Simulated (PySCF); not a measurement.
# Ionisation energy of Mg⁺ by level of theory

Mg⁺ [Ne] 3s1 (2S) → Mg²⁺ [Ne] (1S), as a difference of total energies. Computed with PySCF 2.14 in def2-QZVPPD (9s5p5d2f, 63 functions), with the non-relativistic Hamiltonian (point nucleus). Correlated levels: valence and next inner shell: 1s2 frozen. The calculations carry no spin-orbit coupling.

Order these methods by the ionisation energy they give, lowest first.
A. CCSD(T) (valence and next inner shell)
B. SCS-MP2 (valence and next inner shell)
C. UHF
D. MP2 (valence and next inner shell)

C (14.723 eV), B (14.912 eV), D (14.962 eV), A (14.984 eV).

Errors of the correlated levels include the incompleteness of this basis and the frozen core.

For comparison: 15.035 eV (measured; NIST Atomic Spectra Database, ionization energies).
